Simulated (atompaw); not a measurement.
## O: variants of one PAW (atompaw) potential

Base potential:

atompaw 4.2.0.5 input, output lines left out:

```
O 8
GGA-PBE loggrid 1500 logderivrange -4 5 226
2 2 0 0 0 0
2 0 1
2 1 5
0 0 0
c
v
v
2
2.25 2.15 1.65 1.15
y
0.05
n
y
0.1
n
y
-0.1
y
2.05
n
custom rrkj gramschmidtortho besselshape
bessel
2.25
0.80
2.25
2.25
2.25
2.25
```

All-electron outer shells of the reference configuration (PBE, non-relativistic, ld1.x):

```tsv
shell	level (eV)	outermost node (bohr)	outermost maximum (bohr)
2s	-24.37	0.28	0.87
2p	-9.45	–	0.82
```

Cutoffs, loose and tight: the cutoffs (Ry, on a coarse ladder) from which the occupation-weighted sum of valence levels, in a spherical-Bessel basis at the reference potential, stays within 10 and 1 mRy of its value at 400 Ry. They see the waves, projectors and local potential, not the compensation charge or the core. A dash means not determined.

A true bound ghost makes a file unfit for plane-wave use even where its test errors are small: the radial tests pick states by their node count and pass the ghost by.

| change | outcome | cutoff, loose | cutoff, tight | bound ghosts |
| --- | --- | --- | --- | --- |
| base | generated | 15 Ry | 18 Ry | none |
| all radii scaled by about 0.76 (s 1.72, p 1.72, d 1.72 bohr); local potential bessel scheme, radius 1.26 bohr; augmentation besselshape compensation charge, radius 1.64 bohr; PAW radius 1.72 bohr; waves and projectors: custom rrkj gramschmidtortho; core correction smooth core density matched at 0.88 bohr | generated | 25 Ry | 40 Ry | s |
| all radii scaled by about 0.83 (s 1.86, p 1.86, d 1.86 bohr); local potential bessel scheme, radius 1.36 bohr; augmentation besselshape compensation charge, radius 1.78 bohr; PAW radius 1.86 bohr; waves and projectors: custom rrkj gramschmidtortho; core correction smooth core density matched at 0.94 bohr | generated | 21 Ry | 35 Ry | s |
| all radii scaled by about 0.91 (s 2.04, p 2.04, d 2.04 bohr); local potential bessel scheme, radius 1.48 bohr; augmentation besselshape compensation charge, radius 1.94 bohr; PAW radius 2.04 bohr; waves and projectors: custom rrkj gramschmidtortho; core correction smooth core density matched at 1.04 bohr | failed: atompaw: The overlap operator has at least one negative eigenvalue! | – | – | – |
| all radii scaled by about 0.94 (s 2.12, p 2.12, d 2.12 bohr); local potential bessel scheme, radius 1.56 bohr; augmentation besselshape compensation charge, radius 2.02 bohr; PAW radius 2.12 bohr; waves and projectors: custom rrkj gramschmidtortho; core correction smooth core density matched at 1.08 bohr | failed: atompaw: The overlap operator has at least one negative eigenvalue! | – | – | – |
| all radii scaled by about 1.10 (s 2.48, p 2.48, d 2.48 bohr); local potential bessel scheme, radius 1.82 bohr; augmentation besselshape compensation charge, radius 2.38 bohr; PAW radius 2.48 bohr; waves and projectors: custom rrkj gramschmidtortho; core correction smooth core density matched at 1.26 bohr | generated | 10 Ry | 15 Ry | none |
| all radii scaled by about 1.14 (s 2.56, p 2.56, d 2.56 bohr); local potential bessel scheme, radius 1.88 bohr; augmentation besselshape compensation charge, radius 2.44 bohr; PAW radius 2.56 bohr; waves and projectors: custom rrkj gramschmidtortho; core correction smooth core density matched at 1.32 bohr | generated | 10 Ry | 15 Ry | none |
| all radii scaled by about 1.23 (s 2.76, p 2.76, d 2.76 bohr); local potential bessel scheme, radius 2.02 bohr; augmentation besselshape compensation charge, radius 2.64 bohr; PAW radius 2.76 bohr; waves and projectors: custom rrkj gramschmidtortho; core correction smooth core density matched at 1.42 bohr | generated | 8 Ry | 12 Ry | none |
| all radii scaled by about 1.28 (s 2.88, p 2.88, d 2.88 bohr); local potential bessel scheme, radius 2.12 bohr; augmentation besselshape compensation charge, radius 2.76 bohr; PAW radius 2.88 bohr; waves and projectors: custom rrkj gramschmidtortho; core correction smooth core density matched at 1.48 bohr | generated | 8 Ry | 10 Ry | none |

Reading the sweep of the scale of all radii (base = 1) (base included, trends over the rows without a ghost): The loose cutoff falls from 15 Ry at 1 to 8 Ry at 1.28. A larger radius leaves more room for a smooth pseudo-wave, so fewer plane waves are needed; a smaller one forces it to follow the all-electron wave where it bends sharply. Bound ghosts are found at 0.76, 0.83. The generation fails at 0.91, 0.94.
